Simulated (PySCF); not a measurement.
## How methods differ on the excitation energy of Si⁺

Si⁺ [Ne] 3s2 3p1 (2P) → Si⁺ [Ne] 3s2 3d1 (2D), as a difference of total energies. Computed with PySCF 2.14 in aug-cc-pVDZ-DK, with the spin-free X2C one-electron Hamiltonian (Gaussian nucleus). Correlated levels: valence: [Ne] frozen. The calculations carry no spin-orbit coupling.

| method | excitation energy (eV) |
| --- | --- |
| UHF | 9.364 |
| PBE | 8.577 |
| PBE0 | 8.838 |
| r2SCAN | 8.905 |
| B2PLYP | 8.951 |
| wB97X-V | 9.187 |
| BHandHLYP | 9.061 |
| MN15 | 8.829 |
| SCS-MP2 (valence) | 9.215 |

Estimate what LDA gives.

8.677 eV, closest to PBE among the rows shown.

Estimate what MP2 (valence) gives.

9.257 eV, closest to SCS-MP2 (valence) among the rows shown.

Errors of the correlated levels include the incompleteness of this basis and the frozen core.

For comparison: 9.814 eV (measured; NIST levels, between the centres of gravity of the two terms).
